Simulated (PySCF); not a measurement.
Choosing a molecule for a target property.

Species are written as SMILES; each is one conformer at its optimised geometry, gas phase, non-relativistic unless stated. Electronic properties by PySCF.

The conformers computed, where there is a choice (atom-mapped SMILES and torsion angles):
- `[CH3:1][NH:2][NH:3][CH3:4]`: C1–N2–N3–C4 165°
- `[N:1]#[C:2][CH2:3]/[CH:4]=[N:5]\[SiH3:6]`: C2–C3–C4–N5 116°
- `[OH:1][C@:2]12[CH2:3][C@@H:4]3[C@H:5]([CH2:6]1)[C@H:7]23`: H–O1–C2–C3 180°
- `[CH3:1][O:2][CH2:3][SiH2:4][SiH2:5][Cl:6]`: C1–O2–C3–Si4 177°, O2–C3–Si4–Si5 -39°, C3–Si4–Si5–Cl6 -63°

Problem. Wanted: lowest triplet excitation (Tamm–Dancoff) below 6.2 eV (TDA CAM-B3LYP/def2-SVPD) and static isotropic polarisability below 60 au (CAM-B3LYP/def2-SVPD), at GFN2-xTB geometries. Which candidate meets both?
A. `N#CC/C=N\[SiH3]` (C3H6N2Si)
B. `CNNC` (C2H8N2)
C. `COC[SiH2][SiH2]Cl` (C2H9ClOSi2)
D. `O[C@]12C[C@@H]3[C@H](C1)[C@@H]32` (C6H8O)

Solution. B. Computed values:
```
                                 species  lowest triplet excitation (Tamm–Dancoff)  static isotropic polarisability
              N#CC/C=N\[SiH3] (C3H6N2Si)                                   3.61 eV                          73.1 au
                           CNNC (C2H8N2)                                   5.44 eV                          46.4 au
          COC[SiH2][SiH2]Cl (C2H9ClOSi2)                                   5.88 eV                          98.1 au
O[C@]12C[C@@H]3[C@H](C1)[C@@H]32 (C6H8O)                                   6.57 eV                          65.1 au
```

Problem. Wanted: HOMO–LUMO gap between 9.1 eV and 9.8 eV (CAM-B3LYP/def2-SVPD) and electronic spatial extent ⟨r²⟩ about the centre of nuclear charge below 740 bohr² (CAM-B3LYP/def2-SVPD), at GFN2-xTB geometries. Which candidate meets both?
A. `c1c(cn[nH]1)[SiH3]` (C3H6N2Si)
B. `O[C@]12C[C@@H]3[C@H](C1)[C@@H]32` (C6H8O)
C. `CNNC` (C2H8N2)
D. `C(#N)C/C=N\[SiH3]` (C3H6N2Si)
E. `[SiH3]c1c[nH]cn1` (C3H6N2Si)

Solution. E. Computed values:
| species | HOMO–LUMO gap | electronic spatial extent ⟨r²⟩ about the centre of nuclear charge |
| --- | --- | --- |
| C(#N)C/C=N\[SiH3] (C3H6N2Si) | 8.73 eV | 956 bohr² |
| CNNC (C2H8N2) | 9.05 eV | 365 bohr² |
| [SiH3]c1c[nH]cn1 (C3H6N2Si) | 9.24 eV | 735 bohr² |
| c1c(cn[nH]1)[SiH3] (C3H6N2Si) | 9.68 eV | 746 bohr² |
| O[C@]12C[C@@H]3[C@H](C1)[C@@H]32 (C6H8O) | 9.85 eV | 581 bohr² |

Problem. Wanted: dipole moment below 3 D (CAM-B3LYP/def2-SVPD) and HOMO energy below -8.5 eV (CAM-B3LYP/def2-SVPD), at GFN2-xTB geometries. Which candidate meets both?
A. `N#CC/C=N\[SiH3]` (C3H6N2Si)
B. `CNNC` (C2H8N2)
C. `COC[SiH2][SiH2]Cl` (C2H9ClOSi2)
D. `[SiH3]c1c[nH]cn1` (C3H6N2Si)

Solution. C. Computed values:
```
                       species  dipole moment  HOMO energy
                 CNNC (C2H8N2)         1.75 D     -7.67 eV
COC[SiH2][SiH2]Cl (C2H9ClOSi2)         2.08 D     -9.26 eV
    N#CC/C=N\[SiH3] (C3H6N2Si)         3.44 D     -8.82 eV
   [SiH3]c1c[nH]cn1 (C3H6N2Si)         4.12 D     -8.13 eV
```

Problem. Wanted: smallest rotational constant below 2 GHz (GFN2-xTB) and lowest singlet excitation above 6 eV (TDDFT CAM-B3LYP/def2-SVPD), at GFN2-xTB geometries. Which candidate meets both?
A. `CNNC` (C2H8N2)
B. `N#CC/C=N\[SiH3]` (C3H6N2Si)
C. `O[C@]12C[C@@H]3[C@H](C1)[C@@H]32` (C6H8O)
D. `c1c(nc[nH]1)[SiH3]` (C3H6N2Si)

Solution. D. Computed values:
```csv
species,smallest rotational constant,lowest singlet excitation
N#CC/C=N\[SiH3] (C3H6N2Si),1.218 GHz,4.18 eV
c1c(nc[nH]1)[SiH3] (C3H6N2Si),1.635 GHz,6.29 eV
O[C@]12C[C@@H]3[C@H](C1)[C@@H]32 (C6H8O),2.628 GHz,6.79 eV
CNNC (C2H8N2),3.973 GHz,5.73 eV
```
